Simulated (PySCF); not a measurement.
**Exercise with solution: oscillator strength and radiative lifetime**

C2H3ClF2Si, SMILES C=C[Si](F)(F)Cl.

The structure is a stationary point at B3LYP-D3(BJ)/def2-SVP. The values are those of a single conformer.

TDA-PBE/def2-SVPD (PySCF) puts the first singlet state with f over 0.02 at 6.09 eV (vertical), with the transition dipole (0.309, -0.182, -0.102) in atomic units.

**Question.** Find the oscillator strength, the wavelength and the radiative lifetime that this transition would have in vacuum if emission retraced absorption.

**Answer.** 
|μ|² = 0.1390 au, so |μ| = 0.95 D. ΔE = 6.09/27.211 = 0.2238 hartree. f = (2/3) ΔE |μ|² = 0.021 (the program prints 0.021).
λ = 1239.84/6.09 = 204 nm; ν = 49119 cm⁻¹.
Einstein's coefficient A = 0.6670 ν² f s⁻¹ (ν in cm⁻¹) = 3.3e7 s⁻¹, so τ = 1/A = 30 ns. This state is S1. The figure is the radiative limit of this one transition; relaxation, internal conversion, crossing to triplets and a medium change what is measured.
